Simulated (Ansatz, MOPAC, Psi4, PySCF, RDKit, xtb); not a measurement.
Complex: GeH4O2 (SMILES [OH][GeH2][OH]) (first 7 atoms) with CH4 (SMILES C); geometry from B3LYP-D3(BJ)/def2-TZVP, rigid monomers moved along the line of their centres of mass till H7···C8 is 2.96 Å.
(charge 0, multiplicity 1):
| atom | x (Å) | y (Å) | z (Å) |
|---|---|---|---|
| O | 1.0036 | -0.9543 | -0.0097 |
| Ge | -0.4769 | 0.0225 | -0.2424 |
| O | -0.3037 | 1.5951 | 0.5834 |
| H | 1.7881 | -0.5392 | -0.3830 |
| H | -0.6777 | 0.4025 | -1.7147 |
| H | -1.5773 | -0.8407 | 0.3862 |
| H | -0.1994 | 1.5004 | 1.5363 |
| C | 0.4462 | -0.1425 | 3.9178 |
| H | 0.6184 | -0.6838 | 4.8467 |
| H | 0.9156 | 0.8392 | 3.9900 |
| H | 0.8787 | -0.6964 | 3.0858 |
| H | -0.6287 | -0.0309 | 3.7709 |

```tsv
level	interaction energy (kJ/mol)	cost
UFF	-4.5	-
GFN-FF	-3.3	-
AM1	-2.1	-
PM3	-1.2	-
HF/3-21G (no counterpoise)	-5.2	-
PBE/def2-TZVPPD	-3.6	×1
PBE-D3(BJ)/def2-TZVPPD	-7.4	×1
r2SCAN/def2-TZVPPD	-4.9	×2
r2SCAN-D3(BJ)/def2-TZVPPD	-6.7	×2
B3LYP/6-31G*	-1.3	-
B3LYP/6-31G* (no counterpoise)	-4.1	-
B3LYP/def2-TZVPPD	-0.8	×1
B3LYP-D3(BJ)/def2-TZVPPD	-6.7	×1
B3LYP-D4/def2-TZVPPD	-6.3	×1
PBE0-D3(BJ)/def2-TZVPPD	-7.1	×2
M06-2X/6-31G* (no counterpoise)	-7.4	-
MP2/6-31G* (no counterpoise)	-6.7	-
SCS-MP2/aug-cc-pVDZ	-3.7	-
CCSD(T)/aug-cc-pVDZ	-5.2	×10
SAPT0/aug-cc-pVDZ	-5.5	-
```

The rows run from -7.4 (PBE-D3(BJ)/def2-TZVPPD) to -0.8 kJ/mol (B3LYP/def2-TZVPPD). The dispersion term adds -3.9 in PBE-D3(BJ), -1.8 in r2SCAN-D3(BJ), -5.9 in B3LYP-D3(BJ). The 3 functionals in def2-TZVPPD without D3 or D4 span 4.1, from r2SCAN to B3LYP.

Counterpoise-corrected where a basis set is named; no monomer relaxation. Rows marked so take none. RDKit's UFF carries no charges.

Correlated levels freeze the cores. Filled d and f shells under p-block atoms count as core. Rows in 3-21G, 6-31G* carry no dispersion term and start afresh at each structure (6-31G* with six Cartesian d functions); the Pople sets are all-electron and without relativity. MP2/6-31G* freezes PySCF's default core, which leaves 3d correlated. The state reached by AM1, PM3 isn't checked.

The values were computed with Ansatz (Gaussian orbitals); MOPAC for AM1, PM3 (differences of heats of formation); Psi4 for SAPT; PySCF for 3-21G rows, 6-31G* rows, the dispersion terms; RDKit for the force fields; xtb for the GFN methods. 

Costs are rough ratios of core time to PBE/def2-TZVPPD (about 16 s over the structures, on one shared machine); a dash marks a level with no comparable run of its own.

Ansatz is an electronic-structure program.
